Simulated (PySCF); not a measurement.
From one molecule to another.

First species: C5H12OSSi.
SMILES: `CC[C@@H]1CS[C@@H]1O[SiH3]`

Second species: C5H12FNSi2.
SMILES: `C[C@H](C#N)C[SiH2][SiH2]CF`

Levels: PBE0/pcSseg-1 for dipole moment, HOMO energy, LUMO energy and HOMO–LUMO gap; GFN2-xTB for rotational constant A and rotational constant C. Geometries: GFN2-xTB. Each structure is a single optimised conformer of the isolated species, non-relativistic unless stated. Electronic properties by PySCF.

Dipoles, sizes and rotational constants follow the conformer. The torsions of the flexible species, by atom-mapped SMILES:
- `[CH3:1][CH2:2][C@@H:3]1[CH2:4][S:5][C@@H:6]1[O:7][SiH3:8]`: C1–C2–C3–C4 -68°, S5–C6–O7–Si8 61°
- `[CH3:1][C@H:2]([C:3]#[N:4])[CH2:5][SiH2:6][SiH2:7][CH2:8][F:9]`: C1–C2–C5–Si6 -64°, C2–C5–Si6–Si7 -166°, C5–Si6–Si7–C8 -162°, Si6–Si7–C8–F9 -48°

| property | column X | column Y |
| --- | --- | --- |
| dipole moment | 1.35 D | 3.23 D |
| HOMO energy | -6.57 eV | -8.42 eV |
| LUMO energy | -0.01 eV | -0.56 eV |
| HOMO–LUMO gap | 6.56 eV | 7.86 eV |
| rotational constant A | 2.034 GHz | 3.045 GHz |
| rotational constant C | 0.711 GHz | 0.353 GHz |

(1) Which column belongs to which species?

(2) How does each property change from the first species to the second?

Answers

(1) Column X is the first species and column Y the second. The first has 20 atoms and 80 electrons, the second 21 and 86.

(2) dipole moment +1.88 D; HOMO energy -1.85 eV; LUMO energy -0.55 eV; HOMO–LUMO gap +1.30 eV; rotational constant A +1.011 GHz; rotational constant C -0.358 GHz.

On the first: The dipole equals about 4.5 × 10⁻³⁰ C·m (1 D = 3.33564 × 10⁻³⁰ C·m).

On the second: In atomic units the dipole is 1.27 e·bohr (1 au = 2.5417 D). A dipole of 3.23 D is allowed in C1, and pure rotational transitions are dipole-allowed.
